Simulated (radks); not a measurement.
Valence configurations of Ba (all share [Xe]). Calculated with a radial shooting solver on a logarithmic mesh with Libxc functionals: scalar-relativistic Kohn-Sham, PBE, spin-polarised, spherical densities, point nucleus; open shells are filled with parallel spins first (spin-orbit coupling, left out, can overturn this in heavy ions). Order these by energy: 6s1 6p1; 5d2; 6s2; 5d0.5 6s1.5; 5d1 6p1; 4f1 6s1; 6s1.5 6p0.5; 4f1 6p1; 6p2.

Answer. From the lowest, in eV above it: 6s2 0.000; 5d0.5 6s1.5 0.536; 6s1.5 6p0.5 0.889; 6s1 6p1 1.620; 5d2 2.432; 5d1 6p1 2.834; 6p2 3.733; 4f1 6s1 3.960; 4f1 6p1 6.218. NIST lists [Xe] 6s2 as the ground configuration; this level of theory agrees among the configurations tried. The energies are those of spherical high-spin densities, not of single terms. No valid solution was reached for [Xe] 4f0.5 6s0.5 6p1.
